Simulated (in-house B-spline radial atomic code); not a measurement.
Inner levels of platinum as electrons are removed. A shift is the extra binding of the orbital against the neutral atom ([Xe] 4f14 5d9 6s1). Computed with an all-electron radial atomic-structure program (B-spline basis): non-relativistic Hartree-Fock, average of the configuration, point nuclei.

This level leaves out relativity, spin-orbit splitting included, which matters for heavy ions.

```tsv
ion	configuration	shift of 2p (eV)	shift of 2s (eV)	shift of 1s (eV)	radius of 2p (bohr)	radius of 2s (bohr)	radius of 1s (bohr)	Σ<r²> (bohr²)	change of density at nucleus (bohr⁻³)
Pt62+	[Ne] 3s2 3p4	4728.92	4679.36	4902.41	0.068247	0.080678	0.019405	0.28137	325.62
Pt63+	[Ne] 3s2 3p3	4899.23	4845.53	5097.71	0.068182	0.080599	0.019403	0.24247	500.49
Pt64+	[Ne] 3s2 3p2	5070.86	5012.92	5294.75	0.068116	0.080518	0.019401	0.20423	677.49
Pt65+	[Ne] 3s2 3p1	5243.79	5181.53	5493.54	0.068049	0.080436	0.019399	0.16665	856.61
Pt66+	[Ne] 3s2	5418.02	5351.35	5694.08	0.067982	0.080354	0.019397	0.1297	1037.9
Pt67+	[Ne] 3s1	5583.37	5508.21	5879.72	0.067927	0.080352	0.019396	0.089257	-3444.22
Pt68+	[He] 2s2 2p6	5749.78	5666.02	6066.73	0.067872	0.080309	0.019395	0.04939	-8006.23
Pt69+	[He] 2s2 2p5	6095.6	5959.96	6527.75	0.067502	0.079994	0.019385	0.043395	-7530.63
```
